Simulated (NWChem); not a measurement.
System meant: C2H3FO2Si; SMILES C1(=CF)O[SiH2]O1

Input file for NWChem:

```
start job
memory heap 200 mb stack 700 mb global 900 mb
geometry units angstroms noautoz
  F     -0.392926     2.602594     0.000000
  C      0.552410     1.660811     0.000000
  C      0.243714     0.365168     0.000000
  O     -0.997763    -0.218627     0.000000
  Si    -0.209534    -1.730019     0.000000
  O      1.136458    -0.682120     0.000000
  H      1.584548     2.011082     0.000000
  H     -0.384105    -2.537915     1.231106
  H     -0.384105    -2.537915    -1.231106
end
basis spherical
  F library def2-svp
  C library def2-svp
  O library def2-svp
  Si library def2-svp
  H library def2-svp
end
dft
  xc xpbe96 cpbe96
  iterations 4
  mulliken
end
task dft energy
```

End of the output:

```
    Atom       Charge   Shell Charges
 -----------   ------   -------------------------------------------------------
    1 F    9     9.06   1.98  1.01  0.73  3.22  2.10  0.01
    2 C    6     6.05   1.96  0.60  0.31  1.91  1.11  0.16
    3 C    6     5.97   1.96  0.61  0.27  1.86  1.04  0.24
    4 O    8     8.20   1.97  0.93  0.61  2.71  1.95  0.02
    5 Si  14    13.39   2.00  1.93  0.66  0.33  5.81  1.22  0.87  0.56
    6 O    8     8.18   1.97  0.92  0.61  2.69  1.96  0.02
    7 H    1     0.98   0.63  0.27  0.07
    8 H    1     1.09   0.64  0.42  0.03
    9 H    1     1.09   0.64  0.42  0.03

 center of mass
 --------------
 x =  -0.02080194 y =   0.10214358 z =   0.00000000

 moments of inertia (a.u.)
 ------------------
         981.544600237589          -0.000000000000           0.000000000000
          -0.000000000000         182.094892012702           0.000000000000
           0.000000000000           0.000000000000        1141.820550345654

     Multipole analysis of the density
     ---------------------------------

     L   x y z        total         alpha         beta         nuclear
     -   - - -        -----         -----         ----         -------
     0   0 0 0     -0.000000    -27.000000    -27.000000     54.000000

     1   1 0 0      0.167492      0.083746      0.083746     -0.000000
     1   0 1 0     -1.295518     -0.647759     -0.647759     -0.000000
     1   0 0 1      0.000000      0.000000      0.000000      0.000000

     2   2 0 0    -30.858368    -60.630388    -60.630388     90.402408
     2   1 1 0      2.678861     -4.097947     -4.097947     10.874756
     2   1 0 1     -0.000000     -0.000000     -0.000000      0.000000
     2   0 2 0    -27.704832   -265.969026   -265.969026    504.233219
     2   0 1 1      0.000000      0.000000      0.000000      0.000000
     2   0 0 2    -30.219325    -20.522046    -20.522046     10.824767

 ------------------------------------------------------------------------
 dft energy failed                                                                                  0
 ------------------------------------------------------------------------
 ------------------------------------------------------------------------
  current input line :
    26: task dft energy
 ------------------------------------------------------------------------
 ------------------------------------------------------------------------
 This type of error is most commonly associated with calculations not reaching convergence criteria
 ------------------------------------------------------------------------
 For more information see the NWChem manual at https://nwchemgit.github.io

0:dft energy failed:Received an Error in Communication
```

Task: Find the fault in this run and fix the input.

Result: The run did not converge; its last values are not results. Cause: the SCF was allowed too few iterations. This input runs:
```
start job
memory heap 200 mb stack 700 mb global 900 mb
geometry units angstroms noautoz
  F     -0.392926     2.602594     0.000000
  C      0.552410     1.660811     0.000000
  C      0.243714     0.365168     0.000000
  O     -0.997763    -0.218627     0.000000
  Si    -0.209534    -1.730019     0.000000
  O      1.136458    -0.682120     0.000000
  H      1.584548     2.011082     0.000000
  H     -0.384105    -2.537915     1.231106
  H     -0.384105    -2.537915    -1.231106
end
basis spherical
  F library def2-svp
  C library def2-svp
  O library def2-svp
  Si library def2-svp
  H library def2-svp
end
dft
  xc xpbe96 cpbe96
  iterations 150
  mulliken
end
task dft energy
```
It converges to -616.95778 Ha (PBE/def2-SVP).
